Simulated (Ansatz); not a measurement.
```xyz
5

C    -0.0366   -0.0069   -1.4778
Br    0.0159   -0.0073    0.4652
H     0.0436   -1.0312   -1.8350
H    -0.9093    0.5425   -1.9016
H     0.9495    0.5190   -1.8662
```

Basis set: 6-31G (spherical functions). Correlated methods keep 10 orbitals frozen. Charge 0, multiplicity 1.

Computed with Ansatz (development build ahead of 0.2.0); each method stands on the lowest determinant of its kind that the runs found. Restricted open shells among the atoms or ions are ROHF, correlated in semicanonical orbitals with singles.

The atomization energy at this shape (free ground-state atoms in the same class of orbitals less the molecule, no zero-point energy) of singlet CH₃Br:

```
method  atomization energy
   RHF            11.61 eV
```

**Question.** What does RHF-MP2 give?

**Answer.** 14.04 eV.

This basis has no polarisation functions and is too small for such energies, which can lie far from measured ones in either direction.
